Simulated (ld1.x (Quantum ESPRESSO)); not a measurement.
## u(r) = r·R(r): atom against pseudo-atom (hydrogen (H))

Columns: radius, all-electron u(r) and pseudo u(r) of the 1s shell (level -6.49 eV) of hydrogen in the configuration 1s1; PBE, non-relativistic, PAW scheme, ld1.x (Quantum ESPRESSO) 7.5.

```json
{"r (bohr)": "0.055", "all-electron": "0.0999", "pseudo": "0.0767"}
{"r (bohr)": "0.110", "all-electron": "0.1889", "pseudo": "0.1522"}
{"r (bohr)": "0.165", "all-electron": "0.2679", "pseudo": "0.2251"}
{"r (bohr)": "0.220", "all-electron": "0.3377", "pseudo": "0.2945"}
{"r (bohr)": "0.275", "all-electron": "0.3991", "pseudo": "0.3593"}
{"r (bohr)": "0.330", "all-electron": "0.4528", "pseudo": "0.4188"}
{"r (bohr)": "0.385", "all-electron": "0.4996", "pseudo": "0.4724"}
{"r (bohr)": "0.440", "all-electron": "0.5400", "pseudo": "0.5198"}
{"r (bohr)": "0.495", "all-electron": "0.5747", "pseudo": "0.5608"}
{"r (bohr)": "0.550", "all-electron": "0.6042", "pseudo": "0.5955"}
{"r (bohr)": "0.605", "all-electron": "0.6289", "pseudo": "0.6243"}
{"r (bohr)": "0.660", "all-electron": "0.6494", "pseudo": "0.6475"}
{"r (bohr)": "0.715", "all-electron": "0.6660", "pseudo": "0.6657"}
{"r (bohr)": "0.770", "all-electron": "0.6791", "pseudo": "0.6796"}
{"r (bohr)": "0.825", "all-electron": "0.6891", "pseudo": "0.6897"}
{"r (bohr)": "0.880", "all-electron": "0.6962", "pseudo": "0.6967"}
{"r (bohr)": "0.935", "all-electron": "0.7009", "pseudo": "0.7011"}
{"r (bohr)": "0.990", "all-electron": "0.7032", "pseudo": "0.7033"}
{"r (bohr)": "1.045", "all-electron": "0.7036", "pseudo": "0.7036"}
{"r (bohr)": "1.100", "all-electron": "0.7021", "pseudo": "0.7021"}
{"r (bohr)": "1.155", "all-electron": "0.6990", "pseudo": "0.6990"}
{"r (bohr)": "1.210", "all-electron": "0.6944", "pseudo": "0.6944"}
{"r (bohr)": "1.265", "all-electron": "0.6886", "pseudo": "0.6886"}
{"r (bohr)": "1.320", "all-electron": "0.6817", "pseudo": "0.6817"}
{"r (bohr)": "1.375", "all-electron": "0.6738", "pseudo": "0.6738"}
{"r (bohr)": "1.430", "all-electron": "0.6650", "pseudo": "0.6650"}
```

(1) How many radial nodes do the two functions have?

(2) At about which radius was the pseudo-wave matched?

(3) Is the pseudo-wave norm-conserving?

Results:

(1) The all-electron 1s function has n − l − 1 = 0; the pseudo-wave has 0.

(2) 1.05 bohr. The columns agree to 0.0005 from 0.88 bohr on; several derivatives are matched, so the curves merge somewhat inside the radius.

(3) No, it belongs to a PAW set: the norm inside the radius is not constrained, and the difference is carried by the augmentation charge.
